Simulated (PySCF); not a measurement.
A structure optimised at PBE-D3(BJ)/def2-SVP, used in a PySCF frequency run:

```
C
C 1 1.3564
H 1 1.1084 2 116.83
H 2 1.1098 1 117.95 3 0.00
Si 2 1.8671 4 115.61 1 180.00
F 5 1.6488 2 108.01 4 180.00
H 5 1.5023 6 108.20 2 -120.73
H 5 1.5023 7 109.48 6 117.72
Si 1 1.9001 3 114.38 2 180.00
H 9 1.5023 1 111.86 3 118.14
H 9 1.5023 10 109.85 1 -124.84
H 9 1.5051 10 108.29 11 -118.08
```

Task: Write its SMILES, formula and point group.

Result: F[SiH2]/C=C\[SiH3], C₂H₇FSi₂, Cs

Task: What are its rotational constants (standard atomic weights)?

Result: 4.9116, 1.9907, 1.4665 GHz
